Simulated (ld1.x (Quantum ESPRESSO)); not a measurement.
# LDA (PZ) TM dataset for gold, scalar-relativistic all-electron reference.

gold, norm-conserving Troullier–Martins (Kleinman–Bylander form), made with ld1.x (Quantum ESPRESSO) 7.5 (LDA (PZ), scalar-relativistic). Core [Kr] 4d10 4f14, reference 5s2 5p6 5d9.5 6s0 6p0 (charge +1.5). Waves: 5s (bound): rc 1.50 bohr; 5p (bound): rc 1.90 bohr; 5d (bound): rc 2.10 bohr; 5f channel at 0.15 Ry: rc 2.00 bohr. Local part: the f channel. Core correction: Bessel-smoothed model core inside 1.55 bohr.

All-electron outer shells of the reference configuration (LDA (PZ), scalar-relativistic, ld1.x):

```
shell  level (eV)  outermost node (bohr)  outermost maximum (bohr)
   5s     -123.69                   0.48                      0.84
   4f      -96.52                      –                      0.37
   5p      -74.94                   0.52                      0.96
   5d      -21.45                   0.56                      1.21
   6s      -18.26                   1.10                      2.18
   6p      -10.70                   1.30                      2.80
```

Calculated quality:

```json
{"Cutoffs needed": "70 Ry and 90 Ry (the cutoffs (Ry, on a coarse ladder) from which the occupation-weighted sum of valence levels, in a spherical-Bessel basis at the reference potential, stays within 10 and 1 mRy of its value at 400 Ry)", "Ghost test": "no extra level below or beside the all-electron valence levels (s, p, d, f tested) (spherical-Bessel basis up to 400 Ry, 20 bohr box)", "Largest excitation error": "-3497 meV (all-electron minus pseudo) for 5s2 5p6 5d9 6s2 6p0, out of 7 test configurations"}
```

Generation and tests took about 4.9 s on one core of a shared server CPU.
